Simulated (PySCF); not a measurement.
C3H3Cl2F, SMILES F[C@@H]1CC1(Cl)Cl. The structure is a stationary point at PBE-D3(BJ)/def2-SVP. The structure was generated by enumeration; whether it is a known compound was not checked.

Computed equilibrium geometry at PBE-D3(BJ)/def2-SVP (PySCF confirms it by a frequency run) as a Z-matrix:
```
C
C 1 1.5095
F 2 1.3580 1 118.88
H 2 1.1043 3 112.93 1 -143.28
C 1 1.5118 2 60.06 4 -110.17
H 5 1.1009 1 118.39 2 108.98
H 5 1.1013 6 116.04 1 -144.01
Cl 1 1.7633 2 117.73 4 141.28
Cl 1 1.7725 2 117.66 4 -1.88
```
